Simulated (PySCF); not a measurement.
Two species compared at the same levels of theory.

First species: C7H7N.
Numbering: `[N:1]#[C:2][C@:3]12[CH2:4][C@@H:5]3[C@H:6]([CH2:7]1)[C@H:8]23` (hydrogens: H9, H10 on C4; H11 on C5; H12 on C6; H13, H14 on C7; H15 on C8)

Second species: C7H7N.
Structure used (GFN2-xTB), in Å, numbered top down from 1:
```
atom  x, y, z in Å
N1    -2.403    1.460    1.916
C2    -1.645    1.028    1.174
C3    -0.707    0.496    0.259
C4     0.461    1.311   -0.175
C5     1.529    0.548   -0.360
C6     1.282   -0.896   -0.022
C7    -0.193   -0.939    0.324
C8    -1.152   -0.550   -0.749
H9     0.390    2.375   -0.312
H10    2.490    0.884   -0.708
H11    1.901   -1.204    0.825
H12    1.523   -1.551   -0.862
H13   -0.523   -1.611    1.102
H14   -0.788   -0.439   -1.760
H15   -2.169   -0.905   -0.674
```

Levels: PBE0/def2-SVPD for HOMO energy, LUMO energy, HOMO–LUMO gap and static isotropic polarisability; TDDFT PBE0/def2-SVPD for lowest singlet excitation; TDA PBE0/def2-SVPD for lowest triplet excitation (Tamm–Dancoff). Geometries: GFN2-xTB. Each species is one conformer at its optimised geometry, gas phase, non-relativistic unless stated. Electronic properties by PySCF.

Values for the first species:

| Property | Result |
| --- | --- |
| HOMO energy | -7.90 eV |
| LUMO energy | 0.28 eV |
| HOMO–LUMO gap | 8.18 eV |
| Lowest singlet excitation | 6.77 eV |
| Lowest triplet excitation (Tamm–Dancoff) | 6.09 eV |
| Static isotropic polarisability | 74.7 au |

**Question.** Estimate the same properties for the second species, and the change in each.

**Answer.** 
```
                                property     first    second  second less first
                             HOMO energy  -7.90 eV  -7.37 eV           +0.53 eV
                             LUMO energy   0.28 eV  -0.34 eV           -0.62 eV
                           HOMO–LUMO gap   8.18 eV   7.03 eV           -1.15 eV
               lowest singlet excitation   6.77 eV   6.20 eV           -0.57 eV
lowest triplet excitation (Tamm–Dancoff)   6.09 eV   4.13 eV           -1.96 eV
         static isotropic polarisability   74.7 au   77.8 au            +3.1 au
```

On the first: No computed singlet falls in the visible range (750 to 380 nm, 1.65 to 3.26 eV); S1 lies 3.51 eV above its blue end. In wavenumbers S1 is 54600 cm⁻¹ (1 eV = 8065.54 cm⁻¹).

On the second: The principal polarisabilities are 63.4, 70.8 and 99.0 au; their mean is the isotropic value. The polarisability is 11.52 Å³ as a volume (1 au = 0.148185 Å³), or 1.39 au for each of the 56 electrons.
